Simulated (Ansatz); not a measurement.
The cluster Be₂O₃⁻. The state is a doublet with charge -1. Geometry r2SCAN-D4/def2-TZVPD.

Cartesian coordinates in Å:
```
Be 0.324 0.337 -0.116
Be -0.890 -0.927 0.319
O 1.343 1.398 -0.481
O 0.499 -1.262 0.126
O -1.277 0.453 0.153
```

LC-ωPBE has ω = 0.4 bohr⁻¹. Another isomer (doublet) lies 0.60 eV lower at PBE-D4/def2-TZVPD; other spin states weren't run for this one.

**Question.** Estimate the α-spin orbital energies around the gap (eV) in Ansatz with PBE-D4/def2-TZVPD, r2SCAN-D4/def2-TZVPD, PBE0-D4/def2-TZVPD, CAM-B3LYP-D4/def2-TZVPD, LC-ωPBE/def2-TZVPD.

**Answer.** 
| orbital | PBE-D4/def2-TZVPD | r2SCAN-D4/def2-TZVPD | PBE0-D4/def2-TZVPD | CAM-B3LYP-D4/def2-TZVPD | LC-ωPBE/def2-TZVPD |
| --- | --- | --- | --- | --- | --- |
| HOMO−9 | -16.52 | -17.62 | -19.23 | -20.70 | -21.89 |
| HOMO−8 | -3.69 | -4.27 | -5.71 | -7.26 | -8.77 |
| HOMO−7 | -3.57 | -3.88 | -5.26 | -6.81 | -8.25 |
| HOMO−6 | -3.16 | -3.59 | -5.10 | -6.75 | -8.15 |
| HOMO−5 | -2.66 | -2.88 | -4.18 | -5.80 | -7.24 |
| HOMO−4 | -2.39 | -2.70 | -3.94 | -5.45 | -6.80 |
| HOMO−3 | -2.25 | -2.51 | -3.73 | -5.24 | -6.56 |
| HOMO−2 | -1.52 | -1.97 | -3.32 | -4.89 | -6.26 |
| HOMO−1 | -1.31 | -1.42 | -2.66 | -4.16 | -5.41 |
| HOMO | -0.81 | -0.93 | -2.07 | -3.54 | -4.84 |
| LUMO | 2.01 | 2.46 | 2.62 | 3.05 | 3.55 |
| LUMO+1 | 3.44 | 3.79 | 3.77 | 4.04 | 4.56 |
| LUMO+2 | 3.61 | 4.00 | 3.95 | 4.19 | 4.57 |
| LUMO+3 | 3.66 | 4.07 | 3.97 | 4.21 | 4.63 |
| LUMO+4 | 4.09 | 4.53 | 4.54 | 4.73 | 5.08 |
| LUMO+5 | 4.28 | 4.63 | 4.57 | 4.90 | 5.29 |
| β HOMO | -0.77 | -0.90 | -2.04 | -3.52 | -4.83 |
| β LUMO | -0.03 | 0.75 | 1.82 | 2.82 | 3.55 |
